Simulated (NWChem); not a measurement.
Species: ZnF cation; SMILES [F][Zn+]

```xyz
2

Zn     0.0000     0.0000    -0.3923
F      0.0000     0.0000     1.3267
```
Atoms are numbered in this order, from 1.

Level: PBE0/def2-SVP (NWChem), optimised geometry, unscaled harmonic frequencies. 

Task: List the harmonic frequencies with IR intensities, and the thermochemistry.

Result: 
```csv
frequency (cm⁻¹),IR intensity (km/mol)
721,15.1
```

zero-point energy: 1.0 kcal/mol
thermal correction to the enthalpy at 298.15 K (with zero-point energy): 3.2 kcal/mol
heat capacity Cv: 5.8 cal/(mol K)
entropy at 298.15 K and 1 atm (symmetry number 1): 53.9 cal/(mol K)

Rigid rotor and harmonic oscillator.
